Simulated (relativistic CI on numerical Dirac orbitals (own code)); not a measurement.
What each ingredient does to the levels of Pm43+

Base calculation: Dirac-Coulomb-Breit CI, separate exchange-only KLI orbitals for each configuration, model QED (radiative potential, 1s self-energy scaled to tabulated hydrogen-like ionisation energies), unscaled Slater integrals.

Configuration list (outside the closed core [Ne]): 3s²3p⁶, 3s²3p⁵3d, 3s3p⁶3d, 3s²3p⁵4s, 3s²3p⁵4p, 3s²3p⁵4d, 3p⁶3d4p, 3s3p⁶4s, 3p⁶3d², 3p⁵3d³, 3p⁵3d²4s, 3p⁵3d²4p, 3p⁵3d²4d, 3p⁶3d4s, 3p⁵3d4s², 3p⁵3d4s4p, 3p⁵3d4s4d. Double excitations out of closed p, d and f shells are left out; levels of such configurations are missing from the list, as are those of other unlisted configurations, and high levels can miss mixing partners.

Variants: (1) P86 correlation estimate; (2) non-relativistic limit; (3) one mean potential for all configurations. Shifts of the energy above 3s²3p⁶ ¹S0, in eV, for the lowest level and the first level of each name with at least 55 % of one term (blank where a level changes its place among those of its configuration and J or its character, or is not in the variant):

```tsv
Level	Base	Δ(1)	Δ(2)	Δ(3)
3s²3p⁶ ¹S0	0.00	0.00	0.00	0.00
3s²3p⁵3d ³P°0	184.03	+0.46	-6.65	-0.07
3s²3p⁵3d ³P°1	191.60	+0.46	-14.22	-0.07
3s²3p⁵3d ³F°3	196.72	+0.46	-12.00	-0.07
3s²3p⁵3d ³F°4	222.11	+0.46	-37.39	-0.07
3s²3p⁵3d ³D°3	235.49	+0.46	-37.58	-0.07
3s²3p⁵3d ³F°2	330.76	+0.46		-0.07
3s²3p⁵3d ¹P°1	364.47	+0.46	-116.62	-0.08
3s3p⁶3d ³D1	494.91	+0.69	-160.06	+0.07
3s3p⁶3d ³D2	499.46	+0.69	-164.61	+0.07
3s3p⁶3d ³D3	526.02	+0.69	-191.17	+0.06
3s3p⁶3d ¹D2	537.63	+0.69	-188.22	+0.06
3p⁶3d² ³F2	1002.56	+1.26	-323.20	+0.16
3p⁶3d² ³P0	1020.72	+1.26	-329.45	+0.22
```

At this charge energies of transitions that change n are usually good to better than 1 %, and those within a shell (Δn = 0) to a few per cent.

Ionisation energy from the two ground configurations alone: base 3518.63 eV; P86 correlation estimate 3520.78 eV. The NIST ASD value (theoretical) is 3519 eV.

LS names give the leading component of a level, which can be under half, so a name can repeat, a term be missing and a line seem to break the LS rules.
